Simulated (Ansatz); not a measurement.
C2H4Si2, SMILES `[SiH2]=C=C=[SiH2]` (charge 0, multiplicity 1).

The numbers are results of Ansatz (a program for electronic structure) with HSE06/cc-pVTZ // B3LYP-D3(BJ)/def2-TZVP, not measurements.

Ansatz 0.2 input:
```yaml
crystal:
  periodic: [false, false, false]
  atoms:
    - { symbol: Si, position_ang: [2.339846, 0.043607, -0.102353] }
    - { symbol: C, position_ang: [0.626134, -0.019579, 0.028573] }
    - { symbol: C, position_ang: [-0.626073, 0.01956, -0.028523] }
    - { symbol: Si, position_ang: [-2.339768, -0.043341, 0.101863] }
    - { symbol: H, position_ang: [3.063876, -1.162569, -0.526441] }
    - { symbol: H, position_ang: [3.076606, 1.030694, 0.698754] }
    - { symbol: H, position_ang: [-3.06394, 1.162464, 0.526687] }
    - { symbol: H, position_ang: [-3.076682, -1.030836, -0.698561] }
basis:
  gaussian: { orbitals: cc-pVTZ }
hamiltonian:
  xc: hse06
```

Output:

```
Functional definition: HSE06
1154 factors; their error is unknown
97 factors; integrals over basis functions are off by at most 6.3e-7 eV
mean field evaluation 1: about -17870.6869 eV, gradient 6.3e1 eV
mean field evaluation 2: about -17817.4764 eV, gradient 1.3e2 eV
mean field evaluation 4: about -17881.5553 eV, gradient 3.6e0 eV
mean field evaluation 8: about -17881.6055 eV, gradient 2.1e-1 eV
mean field evaluation 16: about -17881.6676 eV, gradient 6.1e-5 eV
mean field -17881.66757904 eV, -657.1391629000 hartree, gradient 6.1e-5 eV, S^2 0.000000; 0 other end points of the search recorded, 0 dependent functions left out
reference -17881.66762432 eV, -657.1391645642 hartree; 22, 22 occupied and 162, 162 virtual orbitals, 1154 factors
Total energy: -17881.66762432 eV, -657.1391645642 hartree
```
